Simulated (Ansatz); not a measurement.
Consider the hydrogenolysis of the Si–Sn bond: `C[Si](F)(F)[SnH3]` + H₂ → `C[SiH](F)F` + `[SnH4]`.

Calculated with Ansatz (gas phase, PBE0-D4/def2-TZVP geometries, no zero-point term in ΔE). CBS: MP2 limit from def2 TZ/QZ plus the TZ coupled-cluster correction, frozen cores. This one scheme is used for every species. DFT in def2-TZVPP. Elements past krypton have def2 core potentials. For Sn outer-core shells are correlated without core-valence functions, which leaves a few kJ/mol of doubt a bond.

```json
{"level": "PBE-D4", "ΔE (kJ/mol)": "4.8"}
{"level": "r2SCAN-D4", "ΔE (kJ/mol)": "-4.7"}
{"level": "ωB97X-V", "ΔE (kJ/mol)": "-11.8"}
{"level": "CCSD/CBS(def2)", "ΔE (kJ/mol)": "-10.1"}
```

(1) What does CCSD(T)/CBS give? (An estimate is asked.)

Largest T1 diagnostic among the species: 0.013.

## Answers

(1) Ansatz gave: -5.0 kJ/mol. The listed levels differ from it by 9.8, 0.3, -6.8, -5.1 kJ/mol.

From PBE to PBE0 (25 % exact exchange), in def2-TZVPP and without D4, ΔE moves by −7.3 kJ/mol. The D4 term adds +11.5 kJ/mol with B3LYP and +6.6 kJ/mol with PBE0; it sums over pairs of atoms, weighted by their polarisabilities, and B3LYP, whose exchange is more repulsive, gets the larger term. In def2-TZVPP, CCSD(T) changes the Hartree–Fock value by +28.0 kJ/mol (the triples alone add +5.2 kJ/mol) and MP2 by +33.0 kJ/mol.

B3LYP here is the variant with VWN-RPA as its local correlation; programs differ in this.
